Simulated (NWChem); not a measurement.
Species: SnH4; SMILES [SnH4]

Results from NWChem. All runs use the structure optimised with PBE0/def2-SVP. def2 effective core potentials on Sn; no spin-orbit coupling. Isotropic polarisability at PBE0/def2-SVPD. A Cauchy series cut after its second term is a line in ω².

| row | ω² (10⁻³ Ha²) | α (bohr³) |
|---|---|---|
| static | 0.00 | 44.94 |
| 1065 nm | 1.83 | 45.51 |
| 589 nm | 5.98 | 46.87 |
| 400 nm | 12.97 | withheld |

Q: Fit a straight line of the last column on the one before it, predict the withheld value, and compare with the run.

A: 
1. Means of the 3 shown rows: x = 2.603, y = 45.773. Slope Σ(x − x̄)(y − ȳ)/Σ(x − x̄)² = 6.076/18.78 = 0.3236; intercept 44.931.
2. The shown rows scatter about the line by 0.009 (root mean square); the largest residual is -0.01, at 1065 nm.
3. At x = 12.97 (400 nm; beyond the shown range) the line gives 49.13.
4. The run gives 49.40, +0.27 from the line. The intercept estimates α(0), and the slope, 324 bohr³/Ha², the next Cauchy moment.
